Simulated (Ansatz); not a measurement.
One change: `Cl[SiH]1N[SiH2]1` becomes `BN1[SiH2][SiH]1Cl`.

Ansatz, PBE0-D4/def2-TZVP geometries, multiplicity 1. 

```csv
property,`Cl[SiH]1N[SiH2]1`
LUMO energy (B3LYP/def2-TZVPP) / eV,-0.94
LUMO energy (PBE/def2-TZVPP) / eV,-1.57
zero-point energy (PBE0-D4/def2-TZVP) / kJ/mol,114.1
HOMO–LUMO gap (PBE0/def2-TZVPP) / eV,6.55
size of the dipole moment (PBE/def2-TZVPP) / D,1.65
HOMO energy (ωB97M-V/def2-TZVPP) / eV,-9.28
```

Task: What does the change do to each property? (Estimate.)

Result: The calculation gave: 
```
                                      property  `BN1[SiH2][SiH]1Cl`  shift
           LUMO energy (B3LYP/def2-TZVPP) / eV                -1.36  -0.42
             LUMO energy (PBE/def2-TZVPP) / eV                -2.14  -0.57
zero-point energy (PBE0-D4/def2-TZVP) / kJ/mol                144.2   30.1
          HOMO–LUMO gap (PBE0/def2-TZVPP) / eV                 6.30  -0.25
size of the dipole moment (PBE/def2-TZVPP) / D                 1.56  -0.09
         HOMO energy (ωB97M-V/def2-TZVPP) / eV                -9.51  -0.23
```

With PBE0 the HOMO falls by 0.21 eV and the LUMO falls by 0.46 eV, so the gap narrows by about 0.25 eV. PBE moves the HOMO by -0.22 eV and ωB97M-V by -0.23 eV. The zero-point energy changes by 30.1 kJ/mol with +6 modes. Dipoles are sizes alone; their direction can turn.

B3LYP here is the variant with VWN-RPA as its local correlation; programs differ in this.
